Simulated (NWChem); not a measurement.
System: C3H4BFO; SMILES C#CB(F)OC

```xyz
10

B      0.2169     0.0920     0.0000
C     -0.1512     1.5825     0.0000
C     -0.4317     2.7774     0.0000
H     -0.6814     3.8303     0.0001
F      1.5143    -0.2740     0.0000
O     -0.7658    -0.8389    -0.0001
C     -0.5065    -2.2382     0.0001
H     -0.9708    -2.6893     0.9006
H     -0.9760    -2.6902    -0.8973
H      0.5792    -2.4633    -0.0029
```
Atoms are numbered in this order, from 1.

Computed with NWChem. Structure relaxed at the PBE-D3(BJ)/def2-SVP level. Level M06-L/def2-SVP: energy and gradient on several grids; changes count from the extra-fine grid, which is no exact limit either.

```tsv
grid	size of the energy change (μHa)	largest change of a gradient component (μHa/bohr)	time, medium = 1 (rough)
xcoarse	20000	9000	about 1
coarse	2000	3000	about 1
medium	20	400	about 1
fine	< 10	80	about 1
xfine	< 10	< 30	2
```
